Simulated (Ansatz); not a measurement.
Harmonic frequencies (cm⁻¹) at PBE0-D4/def2-TZVP from Ansatz: 50, 120, 129, 188, 235, 493, 512, 677, 697, 703, 724, 729, 751, 906, 952, 970, 984, 1012, 1018, 1195, 1347, 1413, 1428, 1467, 1474, 2245, 3064, 3132, 3138, 3157, 3161, 3208, 3224.

Each molecule was computed in one conformer, which needn't be the lowest.

Q: Which molecule is it?
A. `C[SiH2]C(C)=S`
B. `C=CS[SiH2]C`
C. `C[SiH2]CC=S`
D. `CS[SiH]1CC1`

A: D.
